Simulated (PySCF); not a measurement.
Ligands exchanged one at a time, Sn C2H5-SH. All species are isolated molecules in the gas phase. One relaxed conformer stands for each flexible species; it need not be the lowest. Strings in code marks are SMILES.

The S1 excitation (TDA) from two functionals at the same geometries (B3LYP-D3(BJ)/def2-SVP), both in PySCF: PBE-D3(BJ)/def2-TZVP and TPSSh-D3(BJ)/def2-TZVP. Excitations are Tamm–Dancoff values on a coarser integration grid. The basis has no diffuse functions, so Rydberg states are missing or too high.

```csv
species,PBE-D3(BJ)/def2-TZVP (eV),TPSSh-D3(BJ)/def2-TZVP (eV)
0 of 4 C2H5 replaced by SH (`C[CH2][Sn]([CH2]C)([CH2]C)[CH2]C`),5.75,6.38
2 of 4 C2H5 replaced by SH,4.43,4.84
3 of 4 C2H5 replaced by SH (`[CH2](C)[Sn]([SH])([SH])[SH]`),3.87,4.29
4 of 4 C2H5 replaced by SH (`[SH][Sn]([SH])([SH])[SH]`),3.41,3.87
```

Over these rows, drawn at random from the members with no instability flagged (it was tested for open shells, ions and some series alone), PBE minus TPSSh-D3(BJ): mean -0.48 eV, from -0.63 eV to -0.41 eV.
